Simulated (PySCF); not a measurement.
Isomers of C6H4O. Method: PBE0-D3(BJ)/def2-SVP geometry optimisation, gas phase in PySCF 2.14.0. One conformer each; no zero-point energy, no entropy. No frequencies were run at this level. Point groups hold within 0.08 Å.

Question: Rank from lowest to highest electronic energy at this level (kJ/mol).
A. `C#Cc1ccco1`
B. `CC#CC#CC=O`

Answer: A (0.0), B (131.3).

As drawn, the lower has an aromatic ring, which the higher lacks; the higher has a C=O bond, which the lower lacks.

| SMILES | E (Eh) | E rel (kJ/mol) | dipole (D) | point group | A, B, C (MHz) |
| --- | --- | --- | --- | --- | --- |
| C#Cc1ccco1 | -305.60049 | 0.0 | 0.95 | Cs | 9300, 2000, 1646 |
| CC#CC#CC=O | -305.55049 | 131.3 | 4.71 | near Cs | 38777, 769.9, 758.6 |

Q: How do the relative energies change in single points at CAM-B3LYP/def2-SVPD (no added dispersion term) on the same geometries?

A: 
```csv
SMILES,PBE0-D3(BJ)/def2-SVP (kJ/mol),CAM-B3LYP/def2-SVPD (kJ/mol),shift
C#Cc1ccco1,0.0,0.0,0.0
CC#CC#CC=O,131.3,120.8,-10.5
```

Each column counts from its own lowest isomer. The order is unchanged; the largest shift is 10.5 kJ/mol.
